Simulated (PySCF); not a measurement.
H₂Sb, SMILES [SbH2+] (connectivity only; charge and spin as stated), charge +1, multiplicity 1.

Geometry: B3LYP-D3(BJ)/def2-TZVPD. The def2 effective core potentials stand for the cores of Sb; spin–orbit coupling is left out.

Level of theory: PySCF with PBE/def2-TZVPD.

Symmetry labels are those of the subgroup C2v that the program uses (full group C2v).

Computed valence orbital energies around the gap with their symmetry:
```json
[
 {"orbital": "HOMO−7", "symmetry": "A1", "energy (eV)": "-41.49"},
 {"orbital": "HOMO−6", "symmetry": "A2", "energy (eV)": "-41.36"},
 {"orbital": "HOMO−5", "symmetry": "B1", "energy (eV)": "-41.27"},
 {"orbital": "HOMO−4", "symmetry": "B2", "energy (eV)": "-40.91"},
 {"orbital": "HOMO−3", "symmetry": "A1", "energy (eV)": "-40.85"},
 {"orbital": "HOMO−2", "symmetry": "A1", "energy (eV)": "-21.54"},
 {"orbital": "HOMO−1", "symmetry": "B2", "energy (eV)": "-15.18"},
 {"orbital": "HOMO", "symmetry": "A1", "energy (eV)": "-13.98"},
 {"orbital": "LUMO", "symmetry": "B1", "energy (eV)": "-12.01"},
 {"orbital": "LUMO+1", "symmetry": "B2", "energy (eV)": "-7.29"},
 {"orbital": "LUMO+2", "symmetry": "A1", "energy (eV)": "-6.35"},
 {"orbital": "LUMO+3", "symmetry": "A1", "energy (eV)": "-4.25"}
]
```
